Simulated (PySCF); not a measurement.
C3H6Cl, SMILES C[C](C)Cl (connectivity only; charge and spin as stated), charge +1, multiplicity 1. Atoms are numbered in the order given.

```xyz
10

C     -0.0154    -1.2826    -1.0552
C      0.0000     0.0000    -0.3507
C      0.0154     1.2826    -1.0552
Cl     0.0000     0.0000     1.3108
H      1.0555    -1.5187    -1.2575
H     -0.4938    -1.1912    -2.0430
H     -0.4253    -2.1078    -0.4579
H     -1.0555     1.5187    -1.2575
H      0.4253     2.1078    -0.4579
H      0.4938     1.1912    -2.0430
```
Charge +1, spin multiplicity 1.

The structure is a stationary point at B3LYP-D3(BJ)/def2-SVP. The multiplicity is an assumed one; other spin states were not compared. The isomer is the one that the SMILES or the coordinates give; other isomers of the formula were not compared.

Method: B3LYP-D3(BJ)/def2-SVP (PySCF 2.14.0).

Frequencies are harmonic and unscaled.

Computed vibrational spectrum:
```csv
mode,ν (cm⁻¹),IR (km/mol),moving atoms (share of kinetic energy)
1,101,1.3,H 95 %
2,175,3.1,H 99 %
3,387,1.2,"C 44 %, H 37 %, Cl 20 %"
4,389,3.3,"C 54 %, H 25 %, Cl 21 %"
5,453,3.4,"C 50 %, H 47 %"
6,702,12.3,"C 51 %, Cl 27 %, H 22 %"
7,799,22.6,"H 76 %, C 22 %"
8,955,23.9,"H 63 %, C 37 %"
9,970,17.6,"H 52 %, C 46 %"
10,1007,29.7,"H 52 %, C 48 %"
11,1225,198.4,"C 60 %, H 38 %"
12,1290,4.2,"H 60 %, C 40 %"
13,1319,40.3,"H 87 %, C 13 %"
14,1339,180.2,"H 60 %, C 40 %"
15,1374,1.8,H 95 %
16,1384,0.1,"H 89 %, C 11 %"
17,1457,7.3,"H 83 %, C 17 %"
18,1461,44.3,"H 73 %, C 27 %"
19,2957,143.1,H 95 %
20,2967,39.9,H 95 %
21,3087,3.7,H 93 %
22,3089,26.5,H 93 %
23,3174,18.9,"H 90 %, C 10 %"
24,3175,6.6,"H 90 %, C 10 %"
```
